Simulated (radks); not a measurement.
Results of a calculation; reference values are marked as such.
Species: S I. Configuration: [Ne] 3s2 3p3 7f1 (not the ground configuration). Level of theory: scalar-relativistic Kohn-Sham, r2SCAN, spin-polarised, spherical densities, finite nucleus; open shells are filled with parallel spins first; meta-GGA in the generalised Kohn-Sham scheme; Fermi nuclear charge, rms radius 3.2611 fm (a radial shooting solver on a logarithmic mesh with Libxc functionals). Some entries of the table are withheld. Estimate them.

orbital,occ.,eigenvalue (Ry),<r> (bohr)
1s up,1,-178.6413,0.09688
1s down,1,-178.5947,0.09686
2s up,1,(1),0.4768
2s down,1,(2),0.4770
2p up,3,-12.51963,0.4415
2p down,3,-12.46580,0.4416
3s up,1,-2.16032,1.637
3s down,1,-1.82125,1.658
3p up,3,-1.31397,1.865
7f up,1,-0.01528,64.84

Answer. 
(1) 2s up eigenvalue (Ry): -16.71649
(2) 2s down eigenvalue (Ry): -16.68943
